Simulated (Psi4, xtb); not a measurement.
Two rigid molecules brought together: BF3 ··· O2S (SMILES FB(F)F and O=S=O). Monomers: optimised at B3LYP-D3(BJ) (def2-TZVP), held rigid. Orientation: lowest of the rigid-body minima from ten starts at GFN2-xTB (searched outside a hard wall at short contacts). R is the distance of the centres of mass, along which the second monomer moves. The shortest distances reach bonding range, where SAPT0 and rigid monomers are unreliable. The table gives interaction energies.

```
R / Å      A      B      C
-----  -----  -----  -----
2.53   62.41  72.11  50.20
2.78   25.31  29.72  18.09
2.95   12.31  15.06   7.42
3.16    3.62   5.27   1.11
3.34   -0.08   1.09  -0.98
3.52   -1.85  -0.95  -1.61
3.85   -2.65  -2.04  -1.51
4.19   -2.28  -1.83  -1.14
4.69   -1.44  -1.16  -0.74
5.37   -0.69  -0.57  -0.43
6.33   -0.25  -0.23  -0.20
7.69   -0.08  -0.08  -0.08
```

Energies in kcal/mol.

Q: Match the curves with the methods GFN1-xTB (xtb); PBE-D3(BJ)/def2-TZVP, counterpoise-corrected in Psi4; DF-SCS-MP2/aug-cc-pVDZ, frozen core, counterpoise-corrected in Psi4 1.11.

A: A is PBE-D3(BJ)/def2-TZVP; B is SCS-MP2/aug-cc-pVDZ; C is GFN1-xTB.
